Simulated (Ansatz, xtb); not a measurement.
## C7H7NO: which of two isomers lies lower

Structure X is `C#C/C=C/C(C)=N/C=O`, a singlet and structure Y is `C#C/C=C/C(=C)NC=O`, a singlet. Both are isolated molecules in the gas phase, relaxed with r2SCAN-D4/def2-SVP; each stands in its lowest conformer found.

Q: Which of the two would you expect CCSD(T)/def2-SVP + ΔMP2/def2-TZVPP electronic energies to favour?

A: Structure Y; the calculation gives E(Y) − E(X) = −4.1 kcal/mol.

How the difference moves with the method:

| level | geometry | E(Y) − E(X) (kcal/mol) | departure from the last row (kcal/mol) | job, with rough time for the two |
| --- | --- | --- | --- | --- |
| r2SCAN-D4/def2-SVP | r2SCAN-D4/def2-SVP | −5.7 | −1.6 | optimisation, 3.9 min |
| HF/def2-SVP | r2SCAN-D4/def2-SVP | −4.6 | −0.5 | part of the CCSD(T) run |
| MP2/def2-SVP | r2SCAN-D4/def2-SVP | −4.3 | −0.2 | part of the CCSD(T) run |
| CCSD(T)/def2-SVP | r2SCAN-D4/def2-SVP | −3.7 | +0.4 | single point |
| CCSD(T)/def2-SVP + ΔMP2/def2-TZVPP | r2SCAN-D4/def2-SVP | −4.1 |  | single point, 9.2 min |

As drawn, Y has 1 C=C, 1 C–N, 1 N–H in place of 1 C–C, 1 C=N, 1 C–H.

None of the levels shown reverses the order. The largest departure from CCSD(T)/def2-SVP + ΔMP2/def2-TZVPP is that of r2SCAN-D4/def2-SVP, 1.6 kcal/mol. Levels run at GFN2-xTB geometries aren't shown. The last row adds to CCSD(T) the change of the MP2 difference between the two basis sets, here −0.4 kcal/mol.

With thermal terms from frequencies at re-optimised GFN2-xTB minima (ideal gas, soft modes damped towards free rotors, one conformer each, 298.15 K, 1 atm): on the last row, ΔE + ΔZPE = −3.6, ΔH = −3.9, ΔG = −3.1 kcal/mol.

The correlated steps freeze 9 core orbitals. Codes used: Ansatz 0.2.0, xtb 6.7.1; the last row on 2 threads of Arm Neoverse N1 on a shared host.
